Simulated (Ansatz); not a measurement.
Relaxation of CH₅BOSi (9 atoms, charge 0, multiplicity 1), to a largest force component of 0.015 eV/Å in at most 40 steps.

The calculation used Ansatz 0.2.0, RKS B3LYP/cc-pVDZ.

```xyz
9
Properties=species:S:1:pos:R:3
B -0.070 1.395 -0.373
C 0.259 -0.048 -0.136
O 1.439 -0.648 -0.640
Si -0.741 -1.211 0.788
H 0.659 2.076 -0.997
H -1.062 1.836 0.070
H 1.919 0.033 -1.119
H -0.401 -2.612 1.006
H -2.002 -0.821 1.400
```

**Question.** Where does it end, and by what steps?

**Answer.** The run converged. After 5 steps the energy has fallen by 0.160 eV; H9 moved furthest, 0.26 Å.

```
step  energy less start (eV)  largest force component (eV/Å)  accepted
   0                  0.0000                           1.676       yes
   1                 -0.1097                           0.843       yes
   2                 -0.1511                           0.156       yes
   3                 -0.1578                           0.077       yes
   4                 -0.1595                           0.023       yes
   5                 -0.1595                           0.012       yes
```

```xyz
9
Properties=species:S:1:pos:R:3
B -0.099 1.293 -0.326
C 0.362 -0.143 -0.167
O 1.531 -0.632 -0.698
Si -0.728 -1.167 0.767
H 0.581 2.080 -0.952
H -1.136 1.657 0.164
H 1.962 0.103 -1.164
H -0.500 -2.610 1.063
H -1.972 -0.581 1.313
```

Run time: 24 s on 1 thread of Arm Neoverse V2, with other jobs on the host, peak memory 0.16 GiB.
